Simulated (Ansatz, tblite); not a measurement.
Removing and adding an electron: Al₃Sb₃H₁₂. Charge 0, multiplicity 1. Geometry: PBE-D4/def2-SVP. Ansatz, gas phase; energy differences of separate SCF runs; the oxidised species was run as a doublet alone; the reduced species was run as a doublet alone.

```xyz
18

Al    1.602    0.054   -1.844
Al   -0.081   -1.553   -0.548
Al   -0.462   -1.018    2.761
Sb    0.596    2.511   -2.181
Sb   -2.442   -0.244   -0.759
Sb   -1.905    1.524    1.413
H     1.197   -0.405   -0.198
H     3.085   -0.472   -2.118
H     0.209   -3.113   -0.710
H     0.428   -1.078   -2.296
H     0.726   -0.856    3.817
H    -1.999   -1.242    3.136
H     1.839    3.114   -1.126
H     1.638    2.725   -3.557
H    -0.042   -1.720    1.333
H    -3.223   -1.312    0.365
H    -0.412    0.694    2.086
H    -0.756    2.389    0.428
```

In the def2 sets Sb takes a core potential; there is no spin–orbit coupling. The xTB rows come from tblite.

| level | −HOMO (eV) | vertical IE (eV) | −LUMO (eV) | vertical EA (eV) | HOMO–LUMO gap (eV) | IE − EA (eV) | remarks |
| --- | --- | --- | --- | --- | --- | --- | --- |
| GFN1-xTB | 10.09 | 12.27 | 7.24 | 4.96 | 2.85 | 7.31 | – |
| GFN2-xTB | 9.31 | 11.51 | 7.69 | 5.41 | 1.63 | 6.10 | – |
| PBE-D4/def2-SVP | 5.85 | 7.93 | 3.01 | 0.95 | 2.83 | 6.97 | HOMO above zero (-1 doublet) |
| PBE0-D4/def2-SVP | 6.81 | 8.29 | 2.31 | 0.96 | 4.50 | 7.33 | HOMO above zero (-1 doublet) |

   A HOMO above zero means that the electron is unbound at that level or that self-interaction error raises the level; the energy of removing that electron tells which. Raw xTB energy differences between charge states are shifted by several eV; the methods need an empirical correction for them. Sets without diffuse functions give affinities that are too small.
